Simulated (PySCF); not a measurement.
TlCl, SMILES [Cl][Tl].

Geometry: B3LYP-D3(BJ)/def2-TZVP. The def2 effective core potentials stand for the cores of Tl; spin–orbit coupling is left out.

Calculation: CAM-B3LYP/def2-TZVPD in PySCF.

Isolated molecule, no solvent.

Computed frontier levels, gap, dipole moment and polarisability:
```yaml
highest_occupied_level: -8.76 eV
lowest_empty_level: -1.12 eV
orbital_gap: 7.64 eV
dipole_moment: 4.90 D
quadrupole, principal values (traceless, Buckingham form, about the centre of nuclear charge): -11.46, 5.73, 5.73 D·Å
mean_static_polarisability: 54.4 bohr³ (8.07 Å³)
polarisability_principal_values: 43.4, 43.4, 76.5 bohr³
```
